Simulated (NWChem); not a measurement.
Molecule: C₃HF₂NS; SMILES c1(sc(cn1)F)F

**Question.** Give the equilibrium geometry at PBE0/def2-SVP (NWChem) as a list of bonds and angles, with the point group.

**Answer.** point group Cs; any orientation.
Bond lengths (Å): F1–C2 1.313, C2–C3 1.358, C2–S7 1.744, C3–N4 1.373, C3–H8 1.090, N4–C5 1.274, C5–F6 1.310, C5–S7 1.744. Angles (°): F1–C2–C3 128.2, F1–C2–S7 120.3, C3–C2–S7 111.5, C2–C3–N4 114.4, C2–C3–H8 124.6, N4–C3–H8 121.1, C3–N4–C5 110.6, N4–C5–F6 124.3, N4–C5–S7 117.4, F6–C5–S7 118.3, C2–S7–C5 86.2.
